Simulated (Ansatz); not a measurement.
Consider the cleavage of the Ga–Ge bond: `[GaH2][GeH3]` + `[SiH3]N[SiH3]` → `[SiH3][N]([SiH3])[GaH2]` + GeH₄.

Gas-phase electronic energies from Ansatz, PBE0-D4/def2-TZVP geometries. CBS: MP2 limit from def2 TZ/QZ plus the TZ coupled-cluster correction, frozen cores. This one scheme is used for every species. Functionals use def2-TZVPP. B3LYP here is the variant with VWN-RPA as its local correlation; programs differ in this. HSE06 is defined as in plane-wave codes. For Ga, Ge outer-core shells are correlated without core-valence functions, which leaves a few kJ/mol of doubt a bond. Scalar relativity is left out up to krypton.

Q: Is it downhill or uphill in electronic energy at CCSD(T)/CBS, and by how much? (Best estimate.)

A: The calculation gave: Downhill: ΔE = -0.35 eV.

Q: What do these levels give: B3LYP-D4, HSE06-D4, RPA@PBE/def2-TZVPP, MP2/def2-SVP, CCSD/def2-SVP, MP2/def2-TZVPP? (Estimate.)

A: Ansatz gave: B3LYP-D4 -0.28, HSE06-D4 -0.22, RPA@PBE/def2-TZVPP -0.39, MP2/def2-SVP -0.51, CCSD/def2-SVP -0.44, MP2/def2-TZVPP -0.43 eV.

Largest T1 diagnostic among the species: 0.014.

Leaving LDA and LC-ωPBE aside and taking each functional with its dispersion term where it has one, the values, not all of them listed here, spread over 0.11 eV, from B97M-V to HSE06-D4. LDA lies −0.12 eV from PBE without D4. In def2-TZVPP, CCSD(T) changes the Hartree–Fock value by −0.15 eV (the triples alone add −0.04 eV) and MP2 by −0.20 eV. The D4 term adds −0.11 eV with B3LYP and −0.06 eV with PBE0; it sums over pairs of atoms, weighted by their polarisabilities, and B3LYP, whose exchange is more repulsive, gets the larger term.
